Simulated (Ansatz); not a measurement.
Gas-phase reaction in SMILES: N[Si](N)(O)[OH2+] -> N[Si]([NH3+])(O)O
Each molecule is optimised on its own at B3LYP-D3(BJ)/def2-TZVP (Ansatz, a first-principles code), one conformer each, not searched for the lowest. Frequencies are from Ansatz.

Wanted: isomerisation energy (0 K, with B3LYP-D3(BJ) harmonic zero-point energies), in eV. Correlated levels leave the core frozen unless marked. Spin-orbit coupling is left out. Non-relativistic unless marked X2C. CBS marks a two-point X^-3 extrapolation of the correlation energy; Hartree-Fock from the larger set. [CCSD(T)-MP2]/basis is that difference in the basis named.

| level | program | isomerisation energy (eV) |
|---|---|---|
| BLYP/def2-TZVPD | Ansatz | ? |
| SCS-MP2/6-31G | Ansatz | -0.65 |
| CCSD/6-31G* | Ansatz | ? |
| CCSD/cc-pV(T+d)Z | Ansatz | ? |
| X2C-CCSD(T)/cc-pVTZ-DK | Ansatz | -1.01 |
| RI-MP2/CBS(cc-pV(T+d)Z,cc-pV(Q+d)Z)+[CCSD(T)-MP2]/cc-pV(T+d)Z | Ansatz | -1.01 |

Q: What belongs in the gaps?

A: 
- BLYP/def2-TZVPD, isomerisation energy (eV): -0.99
- CCSD/6-31G*, isomerisation energy (eV): -1.10
- CCSD/cc-pV(T+d)Z, isomerisation energy (eV): -1.03
